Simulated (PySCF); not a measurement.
A calculated (PBE, PySCF 2.14, jorge-DZP-DKH, scalar relativity by spin-free X2C-1e) atom or ion has these occupied shells.

| shell | electrons | orbital energy (eV) | rms radius, mean of both spins (bohr) |
| --- | --- | --- | --- |
| 1s α | 1 | -1785.6 | 0.129 |
| 1s β | 1 | -1785.5 | 0.129 |
| 2s α | 1 | -139.11 | 0.620 |
| 2s β | 1 | -138.95 | 0.620 |
| 2p α | 3 | -95.256 | 0.604 |
| 2p β | 3 | -95.041 | 0.604 |
| 3s α | 1 | -11.141 | 2.33 |
| 3s β | 1 | -9.616 | 2.33 |
| 3p α | 2 | -4.490 | 2.94 |

(1) Name the element and its charge.

Answers

(1) Si (silicon, neutral), in [Ne] 3s2 3p2, high-spin 3P determinant.
